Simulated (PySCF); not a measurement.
Tb: ionisation energy

Tb [Xe] 4f9 6s2 [4f5/2^6 4f7/2^3, M_J = 15/2] → Tb⁺ [Xe] 4f9 6s1 [4f5/2^6 4f7/2^3 6s1/2^1, M_J = 8], as a difference of total energies. Calculation: PySCF 2.14, in x2c-SVPall-2c (7s10p9d3f1g, 112 functions); the two-component X2C-1e Hamiltonian. Correlated levels: [Ar] 3d10 frozen; the 16 highest virtual spinors dropped. "Screened" scales the spin-orbit matrix elements by Boettger's factors to mimic the two-electron term; Breit and QED terms are absent.

```csv
method,ionisation energy (eV),error (eV)
GHF (spin-free),4.761,-1.103
GMP2 (spin-free),5.612,-0.252
GHF (screened spin-orbit),4.764,-1.100
GMP2 (screened spin-orbit),5.614,-0.250
```

Reference: 5.864 eV (measured; NIST Atomic Spectra Database, ionization energies).

The spin-free rows relax to the high-spin LS determinant and lack the spin-orbit shift.

Errors of the correlated levels include the incompleteness of this basis and the frozen core.

The labels give the starting determinants; with spin-orbit coupling the two ends relaxed to ⟨J²⟩ = 63.78, ⟨L²⟩ = 30.57, ⟨S²⟩ = 8.64 and ⟨J²⟩ = 72.02, ⟨L²⟩ = 30.56, ⟨S²⟩ = 11.85.

MP2 underrates the near-degeneracy of ns² with np² in the lower species.
